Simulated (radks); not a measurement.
Hf3+, configuration [Kr] 4d10 4f14 5s1 5p6 5d1 6s1 (not the ground configuration).

Method: Dirac Kohn-Sham, PBE, spin-unpolarised, spherical densities, point nucleus; open shells fill j = l - 1/2 first; computed with a radial shooting solver on a logarithmic mesh with Libxc functionals.

Energy parts (eV):
| part | energy |
|---|---|
| total | -410715.10 |
| kinetic | 459516.75 |
| electron-nucleus | -1020601.55 |
| Hartree | 158766.01 |
| exchange-correlation | -8396.31 |

Orbitals (lengths in bohr, moments of r in powers of bohr):
1s1/2: occ. 2; eigenvalue (eV) -65237.28; <r> 0.01898; <r^4> 6.619e-07
2s1/2: occ. 2; eigenvalue (eV) -11178.71; <r> 0.07976; <r^4> 0.0001002
2p1/2: occ. 2; eigenvalue (eV) -10677.12; <r> 0.06612; <r^4> 0.00006067
2p3/2: occ. 4; eigenvalue (eV) -9485.107; <r> 0.07385; <r^4> 0.00008642
3s1/2: occ. 2; eigenvalue (eV) -2573.803; <r> 0.2081; <r^4> 0.003730
3p1/2: occ. 2; eigenvalue (eV) -2351.661; <r> 0.1981; <r^4> 0.003311
3p3/2: occ. 4; eigenvalue (eV) -2096.188; <r> 0.2124; <r^4> 0.004304
3d3/2: occ. 4; eigenvalue (eV) -1720.674; <r> 0.1863; <r^4> 0.002954
3d5/2: occ. 6; eigenvalue (eV) -1664.957; <r> 0.1908; <r^4> 0.003201
4s1/2: occ. 2; eigenvalue (eV) -546.5436; <r> 0.4682; <r^4> 0.08934
4p1/2: occ. 2; eigenvalue (eV) -455.5656; <r> 0.4747; <r^4> 0.09868
4p3/2: occ. 4; eigenvalue (eV) -397.1618; <r> 0.5076; <r^4> 0.1288
4d3/2: occ. 4; eigenvalue (eV) -247.7537; <r> 0.5286; <r^4> 0.1710
4d5/2: occ. 6; eigenvalue (eV) -237.0596; <r> 0.5400; <r^4> 0.1863
5s1/2: occ. 1; eigenvalue (eV) -100.6518; <r> 1.119; <r^4> 2.896
5p1/2: occ. 2; eigenvalue (eV) -74.2707; <r> 1.232; <r^4> 4.449
5p3/2: occ. 4; eigenvalue (eV) -65.9176; <r> 1.327; <r^4> 5.979
4f5/2: occ. 6; eigenvalue (eV) -52.5915; <r> 0.6588; <r^4> 0.7523
4f7/2: occ. 8; eigenvalue (eV) -50.8249; <r> 0.6697; <r^4> 0.8122
5d3/2: occ. 1; eigenvalue (eV) -31.5524; <r> 1.804; <r^4> 23.31
5d5/2: occ. 0; eigenvalue (eV) -30.7325; <r> 1.846; <r^4> 25.47
6s1/2: occ. 1; eigenvalue (eV) -28.1240; <r> 2.684; <r^4> 91.59
6p1/2: occ. 0; eigenvalue (eV) -21.9281; <r> 3.091; <r^4> 162.2
6p3/2: occ. 0; eigenvalue (eV) -20.5818; <r> 3.270; <r^4> 201.2

The highest occupied level is 6s1/2 at -28.124 eV. The configuration is held as typed, so some empty levels lie below it. The density falls to 0.001 e/bohr^3 at r = 3.84 bohr.
